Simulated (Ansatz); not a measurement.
Basis-set extrapolation for C₇H₁₄ (`C=CCCC(C)C`) (PBE0-D4/def2-TZVP geometry, frozen core, the Gaussian-basis code of Ansatz). Multiplicity 1, RHF reference.

```tsv
	def2-TZVPP	def2-QZVPP
HF	-273.312808	-273.325579
MP2 correlation	-1.207680	-1.282503
CCSD(T) correlation	-1.334198	not run
```

Energies in hartree. Use E(X) = E(∞) + A·exp(−7.88·√X) for Hartree–Fock and E(X) = E(∞) + B·X^(−2.97) for correlation, with X = 3 and 4, and add CCSD(T) minus MP2 of the smaller set to the MP2 limit.

Problem. What is the CCSD(T) energy at the basis-set limit?

Solution. HF limit: -273.325579 + (-0.012771) × 0.13774 = -273.32734. MP2 limit: -1.282503 + (-0.074823) × 0.74074 = -1.33793. Higher-order term: -1.334198 − (-1.207680) = -0.12652. Total: -274.79179 hartree, 3.94 eV below CCSD(T)/def2-TZVPP.
